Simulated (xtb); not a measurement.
Input for xtb: GFN2-xTB on BP-, 2S+1 = 2, a spin state set in the input, which need not be the lowest, a point of a bond scan (R = 1.742 Å). Charge -1.

```
$ xtb mol.xyz --gfn 2 --sp --chrg -1 --uhf 1
2

B      0.00000000     0.00000000     0.00000000
P      0.00000000     0.00000000     1.74175800
```

**Question.** What total energy does the run end on?

**Answer.** -3.7992 hartree.
